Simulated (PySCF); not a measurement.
Isomers of C5H11NSi.

All values: B3LYP/def2-SVPD (PySCF) at GFN2-xTB geometries, gas phase, one conformer each. Core orbitals are frozen in the response; Δα² is half the sum of the squared differences of the principal polarisabilities.

**Question.** Rank by mean static polarisability, highest first.
A. `[CH2:1]=[CH:2]/[C:3]([CH3:4])=[N:5]\[CH2:6][SiH3:7]` with C1–C2–C3–C4 7°, C3–N5–C6–Si7 88°
B. `[CH2:1]1[CH2:2][C@@H:3]([N:4]2[CH2:5][CH2:6]2)[SiH2:7]1` with C2–C3–N4–C5 148°, Si7–C1–C2–C3 14°, C1–C2–C3–N4 -144°, C3–N4–C5–C6 -110°, C2–C3–Si7–C1 11°
C. `[CH2:1]=[CH:2][C@@H:3]1[CH2:4][CH2:5][NH:6][SiH2:7]1` with C1–C2–C3–C4 -136°, C2–C3–C4–C5 -160°, C3–C4–C5–N6 43°, C4–C5–N6–Si7 -29°, C5–N6–Si7–C3 6°
D. `[CH2:1]=[N:2][SiH2:3][CH2:4][C:5](=[CH2:6])[CH3:7]` with C1–N2–Si3–C4 119°, N2–Si3–C4–C5 172°, Si3–C4–C5–C6 102°

**Answer.** A (15.18 Å³), D (14.57 Å³), C (13.80 Å³), B (13.46 Å³).

**Question.** Rank by HOMO–LUMO gap, lowest first.
A. `[CH2:1]=[N:2][SiH2:3][CH2:4][C:5](=[CH2:6])[CH3:7]` with C1–N2–Si3–C4 119°, N2–Si3–C4–C5 172°, Si3–C4–C5–C6 102°
B. `[CH2:1]=[CH:2][C@@H:3]1[CH2:4][CH2:5][SiH2:6][NH:7]1` with C1–C2–C3–C4 -117°, C2–C3–C4–C5 -80°, C3–C4–C5–Si6 -34°, C4–C5–Si6–N7 14°, C5–Si6–N7–C3 10°
C. `[CH2:1]=[CH:2][N:3]1[CH2:4][CH2:5][CH2:6][SiH2:7]1` with C1–C2–N3–C4 -3°, C2–N3–C4–C5 -164°, N3–C4–C5–C6 -40°, C4–C5–C6–Si7 37°, C5–C6–Si7–N3 -21°
D. `[CH2:1]=[C:2]1[CH2:3][CH2:4][C@H:5]1[NH:6][SiH3:7]` with C4–C5–N6–Si7 -157°, C1–C2–C3–C4 166°, C2–C3–C4–C5 8°, C3–C4–C5–N6 -129°, C1–C2–C5–C4 -166°
E. `[CH2:1]1[CH2:2][C@@H:3]([N:4]2[CH2:5][CH2:6]2)[SiH2:7]1` with C2–C3–N4–C5 148°, Si7–C1–C2–C3 14°, C1–C2–C3–N4 -144°, C3–N4–C5–C6 -110°, C2–C3–Si7–C1 11°
F. `[CH3:1][C:2]([CH3:3])([SiH3:4])[CH2:5][C:6]#[N:7]` with C1–C2–C5–C6 -178°

**Answer.** A (5.50 eV), C (5.74 eV), E (5.90 eV), D (6.11 eV), B (6.37 eV), F (8.12 eV).

**Question.** Rank by dipole moment, highest first.
A. `[CH2:1]1[CH2:2][C@@H:3]([N:4]2[CH2:5][CH2:6]2)[SiH2:7]1` with C2–C3–N4–C5 148°, Si7–C1–C2–C3 14°, C1–C2–C3–N4 -144°, C3–N4–C5–C6 -110°, C2–C3–Si7–C1 11°
B. `[CH3:1][C:2]([CH3:3])([SiH3:4])[CH2:5][C:6]#[N:7]` with C1–C2–C5–C6 -178°
C. `[CH2:1]=[N:2][SiH2:3][CH2:4][C:5](=[CH2:6])[CH3:7]` with C1–N2–Si3–C4 119°, N2–Si3–C4–C5 172°, Si3–C4–C5–C6 102°
D. `[CH2:1]=[CH:2][C@@H:3]1[CH2:4][CH2:5][SiH2:6][NH:7]1` with C1–C2–C3–C4 -117°, C2–C3–C4–C5 -80°, C3–C4–C5–Si6 -34°, C4–C5–Si6–N7 14°, C5–Si6–N7–C3 10°
E. `[CH2:1]=[CH:2][C@@H:3]1[CH2:4][CH2:5][NH:6][SiH2:7]1` with C1–C2–C3–C4 -136°, C2–C3–C4–C5 -160°, C3–C4–C5–N6 43°, C4–C5–N6–Si7 -29°, C5–N6–Si7–C3 6°
F. `[CH2:1]=[CH:2]/[C:3]([CH3:4])=[N:5]\[CH2:6][SiH3:7]` with C1–C2–C3–C4 7°, C3–N5–C6–Si7 88°

**Answer.** B (3.99 D), F (1.63 D), E (1.30 D), C (1.05 D), A (0.75 D), D (0.47 D).

All values together:

```tsv
SMILES	μ (D)	HOMO (eV)	LUMO (eV)	α (Å³)	Δα (Å³)
C=CN1CCC[SiH2]1	1.62	-5.65	0.10	13.95	5.46
C=N[SiH2]CC(=C)C	1.05	-6.63	-1.13	14.57	6.58
C=C/C(C)=N\C[SiH3]	1.63	-6.64	-1.53	15.18	7.95
C=C[C@@H]1CCN[SiH2]1	1.30	-6.40	0.14	13.80	4.45
C1C[C@@H](N2CC2)[SiH2]1	0.75	-5.98	-0.08	13.46	2.79
CC(C)([SiH3])CC#N	3.99	-8.27	-0.15	13.32	2.31
C=C[C@@H]1CC[SiH2]N1	0.47	-6.42	-0.05	13.63	4.83
C=C1CC[C@H]1N[SiH3]	0.99	-6.41	-0.31	13.76	4.04
```

Conformers: `[CH2:1]=[CH:2][N:3]1[CH2:4][CH2:5][CH2:6][SiH2:7]1` with C1–C2–N3–C4 -3°, C2–N3–C4–C5 -164°, N3–C4–C5–C6 -40°, C4–C5–C6–Si7 37°, C5–C6–Si7–N3 -21°; `[CH2:1]=[N:2][SiH2:3][CH2:4][C:5](=[CH2:6])[CH3:7]` with C1–N2–Si3–C4 119°, N2–Si3–C4–C5 172°, Si3–C4–C5–C6 102°; `[CH2:1]=[CH:2]/[C:3]([CH3:4])=[N:5]\[CH2:6][SiH3:7]` with C1–C2–C3–C4 7°, C3–N5–C6–Si7 88°; `[CH2:1]=[CH:2][C@@H:3]1[CH2:4][CH2:5][NH:6][SiH2:7]1` with C1–C2–C3–C4 -136°, C2–C3–C4–C5 -160°, C3–C4–C5–N6 43°, C4–C5–N6–Si7 -29°, C5–N6–Si7–C3 6°; `[CH2:1]1[CH2:2][C@@H:3]([N:4]2[CH2:5][CH2:6]2)[SiH2:7]1` with C2–C3–N4–C5 148°, Si7–C1–C2–C3 14°, C1–C2–C3–N4 -144°, C3–N4–C5–C6 -110°, C2–C3–Si7–C1 11°; `[CH3:1][C:2]([CH3:3])([SiH3:4])[CH2:5][C:6]#[N:7]` with C1–C2–C5–C6 -178°; `[CH2:1]=[CH:2][C@@H:3]1[CH2:4][CH2:5][SiH2:6][NH:7]1` with C1–C2–C3–C4 -117°, C2–C3–C4–C5 -80°, C3–C4–C5–Si6 -34°, C4–C5–Si6–N7 14°, C5–Si6–N7–C3 10°; `[CH2:1]=[C:2]1[CH2:3][CH2:4][C@H:5]1[NH:6][SiH3:7]` with C4–C5–N6–Si7 -157°, C1–C2–C3–C4 166°, C2–C3–C4–C5 8°, C3–C4–C5–N6 -129°, C1–C2–C5–C4 -166°.
